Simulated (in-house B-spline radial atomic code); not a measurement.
# Ionising Rh⁵⁺ with different functionals

Computed with an all-electron radial atomic-structure program (B-spline basis): scalar-relativistic (spin-free X2C) Hamiltonian, Fermi nucleus of rms radius 4.4945 fm, spin-polarised at highest spin, spherical fractional occupations for the functionals, and exact exchange of hybrids averaged over the configuration. The ionisation energy is the difference of two self-consistent energies, [Kr] 4d4 → [Kr] 4d3, without Breit or QED terms; ε is the level of the shell that loses the electron (its least bound occupied spin orbital). There is no spin-orbit coupling in this Hamiltonian.

```tsv
method	rung	ΔSCF (eV)	-ε(4d) (eV)
PBE0	global hybrid	80.87	74.77
B3LYP	global hybrid	80.75	74.16
TPSSh	global hybrid	80.81	73.33
BHandHLYP	global hybrid	80.63	76.83
r2SCAN0	global hybrid	81.12	75.09
B97-1	global hybrid	80.60	74.10
HSE06	range-separated hybrid	80.84	74.33
wB97X	range-separated hybrid	80.46	77.00
CAM-B3LYP	range-separated hybrid	80.70	76.09
LC-wPBE	range-separated hybrid	80.81	77.58
```

Problem. Among the functionals, which spreads more, the ΔSCF values or the orbital energies?

Solution. The orbital energies: ΔSCF values span about 0.67 eV and the orbital energies 4.26 eV; here energy differences depend much less on the functional than eigenvalues do.

Problem. How do they compare with the NIST value?

Solution. NIST lists 80 eV ± 2 (tabulated theory, ground level to ground level). Errors run from +0.46 to +1.12 eV; all lie within about twice that uncertainty, so the table can't rank the methods.
